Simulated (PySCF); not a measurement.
BCl3, charge -1, doublet, at a GFN2-xTB geometry (a state made from the parent by changing its charge; the spin is typed, not shown lowest); B3LYP/cc-pVDZ in PySCF.

Here is a job for PySCF.
```python
from pyscf import gto, scf, dft

mol = gto.Mole()
mol.atom = '''
    B     0.004096    0.013925    0.008706
    Cl    1.754614   -0.248747   -0.430880
    Cl   -0.681716   -0.749581    1.516441
    Cl   -1.074102    0.994232   -1.088122
'''
mol.basis = 'cc-pvdz'
mol.charge = -1
mol.spin = 1
mol.verbose = 4
mol.build()

mf = dft.UKS(mol)
mf.xc = 'b3lyp'
mf.diis = False
mf.max_cycle = 100
mf.kernel()
```

It wrote (shortened):

```
PySCF version 2.14.0

[INPUT] verbose = 4
[INPUT] num. atoms = 4
[INPUT] num. electrons = 57
[INPUT] charge = -1
[INPUT] spin (= nelec alpha-beta = 2S) = 1
[INPUT] symmetry False subgroup None
[INPUT] Mole.unit = angstrom
[INPUT] Symbol           X                Y                Z      unit          X                Y                Z       unit  Magmom
[...]
nuclear repulsion = 219.224900952258
number of shells = 20
number of NR pGTOs = 149
number of NR cGTOs = 68
basis = cc-pvdz
ecp = {}

******** <class 'pyscf.dft.uks.UKS'> ********
method = UKS
initial guess = minao
damping factor = 0
level_shift factor = 0
DIIS disabled
SCF conv_tol = 1e-09
SCF conv_tol_grad = None
SCF max_cycles = 100
direct_scf = True
direct_scf_tol = 1e-13
number electrons alpha = 29  beta = 28
XC library pyscf.dft.libxc version 7.1.2
    S. Lehtola, C. Steigemann, M. J. T. Oliveira, and M. A. L. Marques,  SoftwareX 7, 1–5 (2018)
XC functionals = b3lyp
    P. J. Stephens, F. J. Devlin, C. F. Chabalowski, and M. J. Frisch,  J. Phys. Chem. 98, 11623 (1994)
radial grids:
    Treutler-Ahlrichs [JCP 102, 346 (1995); DOI:10.1063/1.469408] (M4) radial grids

becke partition: Becke, JCP 88, 2547 (1988); DOI:10.1063/1.454033
pruning grids: <function nwchem_prune>
grids dens level: 3
symmetrized grids: False
atomic radii adjust function: <function treutler_atomic_radii_adjust>
small_rho_cutoff = 0
Set gradient conv threshold to 3.16228e-05
tot grids = 70688
init E= -1405.8718524803

cycle= 1 E= -1405.58765972816  delta_E= 0.284  |g|= 0.226  |ddm|= 1.55
cycle= 2 E= -1405.60235805492  delta_E= -0.0147  |g|= 0.181  |ddm|= 0.49
cycle= 3 E= -1405.60692970848  delta_E= -0.00457  |g|= 0.155  |ddm|= 0.351
cycle= 4 E= -1405.60543929249  delta_E= 0.00149  |g|= 0.162  |ddm|= 0.305
cycle= 5 E= -1405.5975366377  delta_E= 0.0079  |g|= 0.196  |ddm|= 0.331
cycle= 6 E= -1405.57244775813  delta_E= 0.0251  |g|= 0.288  |ddm|= 0.442
cycle= 7 E= -1405.52691475439  delta_E= 0.0455  |g|= 0.39  |ddm|= 0.642
cycle= 8 E= -1405.3820859512  delta_E= 0.145  |g|= 0.651  |ddm|= 0.949
cycle= 9 E= -1405.18612012956  delta_E= 0.196  |g|= 0.823  |ddm|= 1.41
cycle= 10 E= -1404.2559103115  delta_E= 0.93  |g|=  1.6  |ddm|= 2.09
cycle= 11 E= -1403.33416999769  delta_E= 0.922  |g|= 1.76  |ddm|= 11.7
cycle= 12 E= -1397.22517767929  delta_E= 6.11  |g|= 3.77  |ddm|=   12
cycle= 13 E= -1397.9508258196  delta_E= -0.726  |g|= 3.07  |ddm|= 7.75
cycle= 14 E= -1386.24853632115  delta_E= 11.7  |g|= 4.96  |ddm|= 8.68
cycle= 15 E= -1392.3124017647  delta_E= -6.06  |g|= 3.64  |ddm|= 10.6
cycle= 16 E= -1382.22545527909  delta_E= 10.1  |g|=  4.9  |ddm|= 10.8

cycle= 17 E= -1369.51737437245  delta_E= 12.7  |g|= 3.82  |ddm|=   12

cycle= 18 E= -1353.34007286565  delta_E= 16.2  |g|= 5.79  |ddm|= 11.9

cycle= 19 E= -1237.45684906378  delta_E=  116  |g|= 5.69  |ddm|= 12.2

cycle= 20 E= -1207.91856051965  delta_E= 29.5  |g|= 5.04  |ddm|= 34.2
cycle= 21 E= -1175.86519018697  delta_E= 32.1  |g|= 3.99  |ddm|= 37.9

cycle= 22 E= -1180.19047814339  delta_E= -4.33  |g|= 4.63  |ddm|= 39.8

cycle= 23 E= -1175.23499754179  delta_E= 4.96  |g|= 3.97  |ddm|= 40.6

cycle= 24 E= -1180.24914064355  delta_E= -5.01  |g|= 4.65  |ddm|= 40.5

cycle= 25 E= -1175.2221163305  delta_E= 5.03  |g|= 3.98  |ddm|= 40.5

cycle= 26 E= -1180.25202623191  delta_E= -5.03  |g|= 4.65  |ddm|= 40.5

cycle= 27 E= -1175.22156733526  delta_E= 5.03  |g|= 3.98  |ddm|= 40.5

cycle= 28 E= -1180.25216281845  delta_E= -5.03  |g|= 4.65  |ddm|= 40.5

cycle= 29 E= -1175.22154214134  delta_E= 5.03  |g|= 3.98  |ddm|= 40.5

cycle= 30 E= -1180.25216932325  delta_E= -5.03  |g|= 4.65  |ddm|= 40.5

cycle= 31 E= -1175.22154096526  delta_E= 5.03  |g|= 3.98  |ddm|= 40.5

cycle= 32 E= -1180.25216963474  delta_E= -5.03  |g|= 4.65  |ddm|= 40.5

cycle= 33 E= -1175.22154091014  delta_E= 5.03  |g|= 3.98  |ddm|= 40.5

cycle= 34 E= -1180.25216964975  delta_E= -5.03  |g|= 4.65  |ddm|= 40.5

cycle= 35 E= -1175.22154090755  delta_E= 5.03  |g|= 3.98  |ddm|= 40.5

[...]

cycle= 47 E= -1175.22154090742  delta_E= 5.03  |g|= 3.98  |ddm|= 40.5

cycle= 48 E= -1180.25216965051  delta_E= -5.03  |g|= 4.65  |ddm|= 40.5

cycle= 49 E= -1175.22154090742  delta_E= 5.03  |g|= 3.98  |ddm|= 40.5

cycle= 50 E= -1180.2521696505  delta_E= -5.03  |g|= 4.65  |ddm|= 40.5

cycle= 51 E= -1175.22154090742  delta_E= 5.03  |g|= 3.98  |ddm|= 40.5

cycle= 52 E= -1180.2521696505  delta_E= -5.03  |g|= 4.65  |ddm|= 40.5

cycle= 53 E= -1175.22154090742  delta_E= 5.03  |g|= 3.98  |ddm|= 40.5

cycle= 54 E= -1180.2521696505  delta_E= -5.03  |g|= 4.65  |ddm|= 40.5

cycle= 55 E= -1175.22154090742  delta_E= 5.03  |g|= 3.98  |ddm|= 40.5

cycle= 56 E= -1180.2521696505  delta_E= -5.03  |g|= 4.65  |ddm|= 40.5

cycle= 57 E= -1175.22154090742  delta_E= 5.03  |g|= 3.98  |ddm|= 40.5

cycle= 58 E= -1180.2521696505  delta_E= -5.03  |g|= 4.65  |ddm|= 40.5

cycle= 59 E= -1175.22154090742  delta_E= 5.03  |g|= 3.98  |ddm|= 40.5

cycle= 60 E= -1180.2521696505  delta_E= -5.03  |g|= 4.65  |ddm|= 40.5

cycle= 61 E= -1175.22154090742  delta_E= 5.03  |g|= 3.98  |ddm|= 40.5

cycle= 62 E= -1180.2521696505  delta_E= -5.03  |g|= 4.65  |ddm|= 40.5

cycle= 63 E= -1175.22154090742  delta_E= 5.03  |g|= 3.98  |ddm|= 40.5

cycle= 64 E= -1180.25216965051  delta_E= -5.03  |g|= 4.65  |ddm|= 40.5

cycle= 65 E= -1175.22154090742  delta_E= 5.03  |g|= 3.98  |ddm|= 40.5

cycle= 66 E= -1180.2521696505  delta_E= -5.03  |g|= 4.65  |ddm|= 40.5

cycle= 67 E= -1175.22154090742  delta_E= 5.03  |g|= 3.98  |ddm|= 40.5

cycle= 68 E= -1180.2521696505  delta_E= -5.03  |g|= 4.65  |ddm|= 40.5

cycle= 69 E= -1175.22154090742  delta_E= 5.03  |g|= 3.98  |ddm|= 40.5

cycle= 70 E= -1180.25216965051  delta_E= -5.03  |g|= 4.65  |ddm|= 40.5

cycle= 71 E= -1175.22154090742  delta_E= 5.03  |g|= 3.98  |ddm|= 40.5

cycle= 72 E= -1180.2521696505  delta_E= -5.03  |g|= 4.65  |ddm|= 40.5

cycle= 73 E= -1175.22154090742  delta_E= 5.03  |g|= 3.98  |ddm|= 40.5

cycle= 74 E= -1180.25216965051  delta_E= -5.03  |g|= 4.65  |ddm|= 40.5

cycle= 75 E= -1175.22154090742  delta_E= 5.03  |g|= 3.98  |ddm|= 40.5

cycle= 76 E= -1180.25216965051  delta_E= -5.03  |g|= 4.65  |ddm|= 40.5

cycle= 77 E= -1175.22154090742  delta_E= 5.03  |g|= 3.98  |ddm|= 40.5

cycle= 78 E= -1180.25216965051  delta_E= -5.03  |g|= 4.65  |ddm|= 40.5

cycle= 79 E= -1175.22154090742  delta_E= 5.03  |g|= 3.98  |ddm|= 40.5

cycle= 80 E= -1180.2521696505  delta_E= -5.03  |g|= 4.65  |ddm|= 40.5

cycle= 81 E= -1175.22154090742  delta_E= 5.03  |g|= 3.98  |ddm|= 40.5

cycle= 82 E= -1180.25216965051  delta_E= -5.03  |g|= 4.65  |ddm|= 40.5

cycle= 83 E= -1175.22154090742  delta_E= 5.03  |g|= 3.98  |ddm|= 40.5

cycle= 84 E= -1180.2521696505  delta_E= -5.03  |g|= 4.65  |ddm|= 40.5

cycle= 85 E= -1175.22154090742  delta_E= 5.03  |g|= 3.98  |ddm|= 40.5

cycle= 86 E= -1180.2521696505  delta_E= -5.03  |g|= 4.65  |ddm|= 40.5

cycle= 87 E= -1175.22154090742  delta_E= 5.03  |g|= 3.98  |ddm|= 40.5

cycle= 88 E= -1180.2521696505  delta_E= -5.03  |g|= 4.65  |ddm|= 40.5

cycle= 89 E= -1175.22154090742  delta_E= 5.03  |g|= 3.98  |ddm|= 40.5

cycle= 90 E= -1180.2521696505  delta_E= -5.03  |g|= 4.65  |ddm|= 40.5

cycle= 91 E= -1175.22154090742  delta_E= 5.03  |g|= 3.98  |ddm|= 40.5

cycle= 92 E= -1180.25216965051  delta_E= -5.03  |g|= 4.65  |ddm|= 40.5

cycle= 93 E= -1175.22154090742  delta_E= 5.03  |g|= 3.98  |ddm|= 40.5

cycle= 94 E= -1180.25216965051  delta_E= -5.03  |g|= 4.65  |ddm|= 40.5

cycle= 95 E= -1175.22154090742  delta_E= 5.03  |g|= 3.98  |ddm|= 40.5

cycle= 96 E= -1180.25216965051  delta_E= -5.03  |g|= 4.65  |ddm|= 40.5

cycle= 97 E= -1175.22154090742  delta_E= 5.03  |g|= 3.98  |ddm|= 40.5

cycle= 98 E= -1180.2521696505  delta_E= -5.03  |g|= 4.65  |ddm|= 40.5

cycle= 99 E= -1175.22154090742  delta_E= 5.03  |g|= 3.98  |ddm|= 40.5

cycle= 100 E= -1180.25216965051  delta_E= -5.03  |g|= 4.65  |ddm|= 40.5
SCF not converged.
SCF energy = -1180.25216965051 after 100 cycles  <S^2> = 0.75004052  2S+1 = 2.0000405
```

The run did not converge; its last values are not results.
